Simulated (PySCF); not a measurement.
# Electronic structure of Bi (bismuth, neutral) at the UHF level

Configuration: [Xe] 4f14 5d10 6s2 6p3, high-spin 4S determinant. Computed with PySCF 2.14 in aug-cc-pVTZ-PP with ECP60MDF (6s5p4d2f, 55 functions), with scalar relativity through the core potential.

```
Total energy             : -213.594298 hartree
One-electron energy      : -372.9013 hartree
Hartree (Coulomb) energy : 175.4477 hartree
Exchange energy          : -16.1406 hartree
⟨S²⟩                     : 3.7564
⟨L²⟩                     : 0.000
Sum of ⟨r⟩               : 33.52 bohr
Sum of ⟨r²⟩              : 67.84 bohr²
```

| shell | electrons | mean orbital energy (eV) | rms radius, mean of both spins (bohr) |
| --- | --- | --- | --- |
| 5s α | 1 | -181.91 | 0.899 |
| 5s β | 1 | -181.61 | 0.899 |
| 5p α | 3 | -115.92 | 1.02 |
| 5p β | 3 | -115.69 | 1.02 |
| 5d α | 5 | -35.782 | 1.32 |
| 5d β | 5 | -35.403 | 1.32 |
| 6s α | 1 | -21.220 | 2.39 |
| 6s β | 1 | -15.704 | 2.39 |
| 6p α | 3 | -8.682 | 3.21 |

Energies and moments cover only the electrons outside the core potential. Spin-orbit coupling, which splits the p, d and f shells strongly at this Z, is absent. Spin-orbit coupling is strong in this species (close to jj coupling), so the high-spin LS determinant is a model state, not a physical level.
